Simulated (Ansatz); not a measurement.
Ansatz (a first-principles code) input:

Ansatz 0.2 input:
```yaml
crystal:
  periodic: [false, false, false]
  atoms:
    - {symbol: Si, position_ang: [0.04395211, -0.05767862, 0.02753163]}
    - {symbol: O, position_ang: [-0.65489506, -1.35585896, 0.71394472]}
    - {symbol: N, position_ang: [-1.42894126, 0.85620342, -0.17052083]}
    - {symbol: N, position_ang: [1.12855003, 0.93588665, 0.89662770]}
    - {symbol: N, position_ang: [0.82442656, -0.50307229, -1.41261033]}
    - {symbol: H, position_ang: [-2.11997761, 0.50046510, -0.81616338]}
    - {symbol: H, position_ang: [-1.88123916, 1.27576735, 0.63015688]}
    - {symbol: H, position_ang: [2.07760606, 0.62466943, 1.03164113]}
    - {symbol: H, position_ang: [0.81969264, 1.49603984, 1.67536114]}
    - {symbol: H, position_ang: [0.61864332, -1.36663448, -1.88428199]}
    - {symbol: H, position_ang: [1.44085818, 0.10094068, -1.92819021]}
basis:
  gaussian:
    orbitals: 6-31G*
hamiltonian:
  xc: {name: PBE0}
magnetization: {spin_polarized: true, initial_magnetization: 1}
```

What final total energy does it print?

-532.22270 Eh (PBE0/6-31G*).

It need not be the lowest isomer of its formula.
